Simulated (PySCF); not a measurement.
Molfile (atoms numbered from 1):
```
C2H5NO2Si2
     RDKit          3D

 12 12  0  0  0  0  0  0  0  0999 V2000
   -3.1480    0.0713    1.1402 N   0  0  0  0  0  0  0  0  0  0  0  0
   -2.1238    0.3239    0.6580 C   0  0  0  0  0  0  0  0  0  0  0  0
   -0.5070    0.7037   -0.1778 Si  0  0  2  0  0  4  0  0  0  0  0  0
   -0.0439   -0.6757   -1.4207 C   0  0  0  0  0  0  0  0  0  0  0  0
    1.1448   -1.2781   -0.9352 O   0  0  0  0  0  0  0  0  0  0  0  0
    1.7866   -0.7564    0.5191 Si  0  0  0  0  0  4  0  0  0  0  0  0
    0.7445    0.5059    0.9007 O   0  0  0  0  0  0  0  0  0  0  0  0
   -0.6015    2.0906   -0.6931 H   0  0  0  0  0  0  0  0  0  0  0  0
    0.1275   -0.2752   -2.4351 H   0  0  0  0  0  0  0  0  0  0  0  0
   -0.8456   -1.4300   -1.5032 H   0  0  0  0  0  0  0  0  0  0  0  0
    3.1720   -0.2530    0.3397 H   0  0  0  0  0  0  0  0  0  0  0  0
    1.7259   -1.8167    1.5568 H   0  0  0  0  0  0  0  0  0  0  0  0
  1  2  3  0
  2  3  1  0
  3  4  1  0
  4  5  1  0
  5  6  1  0
  6  7  1  0
  7  3  1  0
  3  8  1  6
  4  9  1  0
  4 10  1  0
  6 11  1  0
  6 12  1  0
M  END
```

Geometry: PBE0-D3(BJ)/def2-SVP; GIAO absolute shieldings from PySCF 2.14, gas phase, non-relativistic, averaged over equivalent atoms.

At HF/pcSseg-1 (158 basis functions, 7.8 s wall time on 1 thread of an Arm Neoverse V2, shared host):
```csv
atoms,σ (ppm)
N1,-118.1
C2,57.4
C4,145.4
Si6,411.8
Si3,425.5
O7,298.2
O5,348.1
H8,27.14
H12,27.21
H11,27.26
H10,28.03
H9,28.10
```

Q: What do these become at PBE0/def2-TZVP?

A: 
| atoms | σ at PBE0/def2-TZVP | change |
| --- | --- | --- |
| N1 | -94.2 | +23.9 |
| C2 | 60.4 | +3.0 |
| C4 | 133.6 | -11.8 |
| Si6 | 338.8 | -73.0 |
| Si3 | 365.7 | -59.8 |
| O7 | 254.2 | -44.0 |
| O5 | 303.4 | -44.7 |
| H8 | 26.17 | -0.97 |
| H12 | 26.07 | -1.14 |
| H11 | 26.14 | -1.12 |
| H10 | 27.64 | -0.39 |
| H9 | 27.67 | -0.43 |

The largest change is at Si6 (silicon bonded to 2 O, 2 H, in a 5-membered ring). Cost: 259 basis functions, 37 s wall time on 1 thread of an Arm Neoverse V2, shared host.
